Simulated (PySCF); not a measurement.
methyl ethyl ether (C3H8O), singlet, at a GFN2-xTB geometry, with bond 6-2 at 2.0 times its length. Base run: HF/STO-3G (PySCF).

Geometry (Å):
```xyz
12

O      0.0222    -0.7064    -0.0089
C     -0.0019     0.7038     0.0091
C      1.3194    -1.2358    -0.0043
C     -1.4492     1.1675     0.0022
H      0.5154     1.0750     0.9090
H      1.0641     1.4922    -1.7524
H      1.2156    -2.3187    -0.0192
H      1.8872    -0.9109    -0.8862
H      1.8714    -0.9339     0.8957
H     -1.9499     0.7991    -0.8886
H     -1.9654     0.7763     0.8743
H     -1.4924     2.2530     0.0159
```
Charge 0, spin multiplicity 1.
All else is at PySCF's defaults.
Base energy -190.45583 Eh.

Variants of this job, named by their change:

```
change                                       ΔE vs base (mEh)  SCF cycles
-------------------------------------------  ----------------  ----------
base                                                    0.000          10
diis_space = 12                                         0.000          10
conv_tol = 1e-11                                        0.000          11
diis_space = 4                                          0.000          10
init_guess = atom                                       0.000          10
conv_tol = 1e-12                                        0.000          13
diis_space = 20                                         0.000          10
level_shift = 0.3 (with mf.max_cycle = 100)             0.000          13
diis = off (with mf.max_cycle = 100)                    0.000          26
init_guess = huckel                                     0.000          11
level_shift = 0.1 (with mf.max_cycle = 100)             0.000          11
init_guess = mod_huckel                                 0.000          12
diis_space = 2                                          0.000          14
```
